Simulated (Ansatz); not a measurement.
Coupled-cluster diagnostics for Sn(SMe)H3 (CH₆SSn), Ansatz.

Geometry of the singlet (r2SCAN-D4/def2-SVP):

```xyz
9

Sn   -0.152   -1.220    1.065
S     0.155   -0.633   -1.268
C     0.162    1.194   -1.130
H    -0.790    1.578   -0.733
H     0.294    1.580   -2.150
H     0.996    1.556   -0.511
H     1.179   -0.638    1.979
H    -0.245   -2.925    1.112
H    -1.598   -0.492    1.636
```

In the def2 sets Sn takes a core potential; there is no spin–orbit coupling. Correlated methods freeze 10 core orbitals; core or outer-core shells of Sn are correlated, in sets that lack core-valence functions.

Estimate the CCSD(T) correlation energy, the shares of MP2 and (T), T1 and the reference's ⟨S²⟩ for: charge 0, singlet, own geometry in def2-TZVPP; and the rough time on 4 threads of Intel Xeon Platinum 8259CL on a shared host.


```
                          state       basis  correlation (eV)  MP2 share (%)  (T) share (%)     T1  ⟨S²⟩ (pure)  wall time
charge 0, singlet, own geometry  def2-TZVPP           -20.594           91.5            3.5  0.012  0.00 (0.00)       49 s
```
Customary marks for T1 are 0.02 (closed shells), 0.045 (open shells) and about 0.05 (3d metals). T1 stays under 0.02 throughout.
